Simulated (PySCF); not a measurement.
ISn, charge +1, singlet, at a GFN2-xTB geometry (such geometries of metal compounds can be far from the true shape) (all electrons, no relativity).

PySCF was given this input:
```python
from pyscf import gto, scf, dft

mol = gto.Mole()
mol.atom = '''
    Sn   -0.000000   -0.000000   -1.376749
    I     0.000000    0.000000    1.298820
'''
mol.basis = '3-21g'
mol.charge = 1
mol.spin = 0
mol.verbose = 4
mol.build()

mf = dft.RKS(mol)
mf.xc = 'm06'
mf.kernel()
```

Question: What does this run give for the HOMO energy, HOMO-LUMO gap, total energy, number of basis functions?

Answer: 
The HOMO energy comes out as -13.26 eV and the HOMO-LUMO gap is 4.22 eV. The total energy comes out as -12888.2207 Eh. The number of basis functions is 62.
